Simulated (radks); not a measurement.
Results of a calculation; reference values are marked as such.
The krypton ion Kr+ inside a hard spherical wall (all orbitals vanish at R), configuration held at [Ar] 3d10 4s2 4p5 and not refilled when levels cross. Level of theory: scalar-relativistic Kohn-Sham, PBE, spin-polarised, spherical densities, finite nucleus; open shells are filled with parallel spins first; Fermi nuclear charge, rms radius 4.1884 fm (a radial shooting solver on a logarithmic mesh with Libxc functionals). Eigenvalues in eV for spin up, with the zero of energy where the potential of the charges vanishes at infinity; a dash marks a level that is unbound or too diffuse for the functional's potential to be trusted. A positive occupied level is held by the wall or, in an anion where self-interaction has pushed it up, behind a barrier. The pressure on the wall is -dE/dV.

R (bohr)  E (hartree)  kinetic (hartree)    e(3p)    e(3d)    e(4s)    e(4p)  e(5s, empty)  e(4d, empty)  pressure (GPa)
free      -2789.72436           2853.531  -207.13  -93.341  -34.398  -19.954             -             -               0
20        -2789.72436           2853.531  -207.13  -93.341  -34.398  -19.954             -             -        < 0.0001
12        -2789.72436           2853.531  -207.13  -93.341  -34.398  -19.954        -5.914        -3.857        < 0.0001
10        -2789.72436           2853.531  -207.13  -93.341  -34.398  -19.953        -5.874        -3.823        < 0.0001
7         -2789.72415           2853.534  -207.12  -93.327  -34.387  -19.943        -5.130        -3.425          0.0212
6         -2789.72261           2853.551  -207.04  -93.254  -34.330  -19.885        -3.902        -2.885           0.239
5         -2789.71030           2853.661  -206.64  -92.853  -34.031  -19.568        -0.631        -1.564            2.72
4         -2789.61495           2854.313  -204.73  -90.955  -32.647  -17.994         8.909         2.149            32.8
3.5       -2789.41870           2855.427  -202.06  -88.310  -30.666  -15.631        20.063         6.473             121
2.5       -2787.19783           2864.854  -186.55  -73.027  -16.353    1.738        86.016        32.223            2070
1.5       -2761.15890           2946.672  -122.10   -7.536   100.68   132.00        460.65        180.98           84100
